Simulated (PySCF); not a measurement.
Si(Cl)2(OH)(SiH3) (Cl₂H₄OSi₂), SMILES O[Si]([SiH3])(Cl)Cl. The structure is a stationary point at r2SCAN-D4/def2-SVP. Other conformers were not sampled.

Task: Give the equilibrium geometry at r2SCAN-D4/def2-SVP (PySCF confirms it by a frequency run) as Cartesian coordinates in Å, and its point group. (Estimate from the structure and the level; the computed values follow.)

Result: One answer among several that fit: point group Cs.
```xyz
9

O     -0.2069     1.9437     0.0000
Si    -0.0708     0.3003     0.0000
Si     2.1805    -0.2831     0.0000
Cl    -1.0216    -0.4963    -1.6647
Cl    -1.0216    -0.4963     1.6647
H     -1.0931     2.3297     0.0000
H      2.8392     0.2620    -1.2232
H      2.2686    -1.7725     0.0000
H      2.8392     0.2620     1.2232
```
